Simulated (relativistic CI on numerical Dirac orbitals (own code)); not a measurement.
# How well does a small relativistic CI reproduce Fe³⁺?

Method of calculation: Dirac-Coulomb-Breit CI, orbitals from a KLI potential per configuration, QED by a radiative potential, valence Slater integrals scaled by 0.85, configuration energies shifted to the measured levels that pair with them (semi-empirical) (own radial code, finite nucleus).

Configurations in the expansion (outside the closed core [Ne]): 3s²3p⁶3d⁵, 3s²3p⁶3d⁴4s, 3s²3p⁶3d⁴4p, 3s²3p⁶3d⁴4d, 3s²3p⁶3d⁴5s, 3s²3p⁶3d³4s², 3s²3p⁵3d⁶, 3s²3p⁶3d⁴5p, 3s²3p⁶3d⁴4f, 3s²3p⁶3d⁴5d, 3s²3p⁶3d³4s4p, 3s²3p⁶3d⁴5f, 3s²3p⁶3d⁴5g, 3s²3p⁶3d³4p², 3s²3p⁴3d⁷, 3s²3p⁶3d³4s4d, 3s3p⁶3d⁶. Levels of other configurations are missing.

```
Configuration  Term (tabulated)     J  Measured (cm⁻¹)  Computed  Error  Purity (%)
    3s²3p⁶3d⁵                6S   5/2              0.0         0      0          99
    3s²3p⁶3d⁵                4G  11/2          32245.5     31703   -542          99
    3s²3p⁶3d⁵                4P   5/2          35253.8     32621  -2633          96
    3s²3p⁶3d⁵                4P   3/2          35333.3     32689  -2644          97
    3s²3p⁶3d⁵                4P   1/2          35406.6     32739  -2667          98
    3s²3p⁶3d⁵                4D   7/2          38779.4     37243  -1537          99
    3s²3p⁶3d⁵                4D   1/2          38896.7     37349  -1548          99
    3s²3p⁶3d⁵               2D3   5/2          49541.5     46342  -3200          76
    3s²3p⁶3d⁵               2D3   3/2          50051.4     46822  -3229          97
    3s²3p⁶3d⁵               2F2   7/2          51394.2     48277  -3117          98
    3s²3p⁶3d⁵               2F2   5/2          52166.7     49014  -3153          75
    3s²3p⁶3d⁵                4F   9/2          52620.7     50240  -2380          98
    3s²3p⁶3d⁵                4F   7/2          52695.4     50295  -2400          98
    3s²3p⁶3d⁵                2H   9/2          56058.3     53958  -2101          89
    3s²3p⁶3d⁵                2H  11/2          56368.8     54224  -2145          98
    3s²3p⁶3d⁵               2G2   7/2          57408.0     55582  -1826          99
    3s²3p⁶3d⁵               2G2   9/2          57721.2     55836  -1885          88
    3s²3p⁶3d⁵               2F1   5/2          61156.5     58745  -2411          98
    3s²3p⁶3d⁵               2F1   7/2          61254.4     58815  -2440          99
    3s²3p⁶3d⁵                2S   1/2          66720.1     63481  -3239          99
    3s²3p⁶3d⁵               2G1   9/2          82894.9     79535  -3360          99
    3s²3p⁶3d⁵               2G1   7/2          82897.3     79536  -3362          99
    3s²3p⁶3d⁵                2P   3/2         100118.0     95216  -4902          98
    3s²3p⁶3d⁵                2P   1/2         100126.0     95224  -4902          99
  3s²3p⁶3d⁴4s                6D   1/2         127766.1    128149    383         100
  3s²3p⁶3d⁴4s                6D   3/2         127929.1    128305    376         100
  3s²3p⁶3d⁴4s                6D   5/2         128191.5    128556    364         100
  3s²3p⁶3d⁴4s                6D   7/2         128541.9    128891    349         100
  3s²3p⁶3d⁴4s                6D   9/2         128967.7    129300    332         100
  3s²3p⁶3d⁴4s                4D   1/2         137700.8    137729     28          99
  3s²3p⁶3d⁴4s                4D   3/2         137949.3    137966     17          99
  3s²3p⁶3d⁴4s                4D   5/2         138338.8    138339      0          99
  3s²3p⁶3d⁴4s                4D   7/2         138844.0    138823    -21          99
  3s²3p⁶3d⁴4s                4P   1/2         153651.7    154325    673          99
  3s²3p⁶3d⁴4s                4H   7/2         154185.9    152559  -1627          99
  3s²3p⁶3d⁴4s                4H   9/2         154326.0    152693  -1633          99
  3s²3p⁶3d⁴4s                4P   3/2         154474.9    155099    624          99
  3s²3p⁶3d⁴4s                4H  11/2         154512.7    152861  -1651          99
  3s²3p⁶3d⁴4s                4H  13/2         154731.3    153055  -1677         100
  3s²3p⁶3d⁴4s                4P   5/2         155744.9    156317    572          99
  3s²3p⁶3d⁴4s                4F   3/2         156012.3    156068     56         100
  3s²3p⁶3d⁴4s                4F   5/2         156049.3    156092     42          96
  3s²3p⁶3d⁴4s                4F   7/2         156123.8    156154     30          94
  3s²3p⁶3d⁴4s                4F   9/2         156224.9    156250     25          94
  3s²3p⁶3d⁴4s                4G   5/2         158738.7    158362   -376          95
  3s²3p⁶3d⁴4s                4G   7/2         159010.4    158618   -393          93
  3s²3p⁶3d⁴4s              4G †   9/2         159227.9    158872   -356          88
  3s²3p⁶3d⁴4s              4G †  11/2         159342.9    159200   -143          66
  3s²3p⁶3d⁴4s                2P   1/2         160015.9    160405    389          98
  3s²3p⁶3d⁴4s              2H †   9/2         160311.6    158368  -1944          91
  3s²3p⁶3d⁴4s              2H †  11/2         160778.6    158543  -2236          66
  3s²3p⁶3d⁴4s                2F   5/2         162074.4    161920   -155          98
  3s²3p⁶3d⁴4s                2F   7/2         162087.8    161925   -163          92
  3s²3p⁶3d⁴4s                2G   7/2         164950.5    164327   -623          94
  3s²3p⁶3d⁴4s                2G   9/2         165392.6    164684   -709          99
```

Measured levels from Corliss and Sugar, J. Phys. Chem. Ref. Data 11, 135 (1982); pairs were made by configuration, J and term (by order where the table uses no LS term), so strongly mixed levels may be paired wrongly. Some J values or terms of the table were assigned by a fit.

Mean error by configuration (cm⁻¹): 3s²3p⁶3d⁵ -2679; 3s²3p⁶3d⁴4s -177. Over the excited levels the mean absolute error is 1498 cm⁻¹ (54 of the 54 excited levels that our extract of the source holds in range could be paired), and the median relative error of those above 1,000 cm⁻¹ is 1.1 %, both after the shifts were fitted to these levels, so that a configuration with one level shows no error. Some levels of the ground configuration have no partner. † marks terms whose computed intervals miss the measured ones by more than a factor of 2.5, or configurations far off the rest, from wrong mixing, a near crossing or a doubtful label or measurement; they are left out of the means.

Configurations whose levels could be paired with our table of measured levels were shifted onto them, all but the ground configuration, by the median error of their levels; single terms can still be off by 1,000 to 2,000 cm⁻¹ or more, and rates follow the energies as ν³ (E1, M1) or ν⁵ (E2). The others borrow a shift and can be off by several thousand cm⁻¹ or more. The fine structure of a lone outer electron comes out too small, for d and f at times inverted, and misplaced configurations move strength between like terms. 54 of the 54 excited levels that our extract of the measured tables holds in this range could be paired (the sources list more); they are missed by 1474 cm⁻¹ on average and 4902 at most, after the shifts were fitted to these levels, and levels without a partner can miss by more. Some levels of the ground configuration have no partner and can miss by 10 % or more.

Shifts applied (cm⁻¹): 3s²3p⁶3d⁵ 0; 3s²3p⁶3d⁴4s -5130.
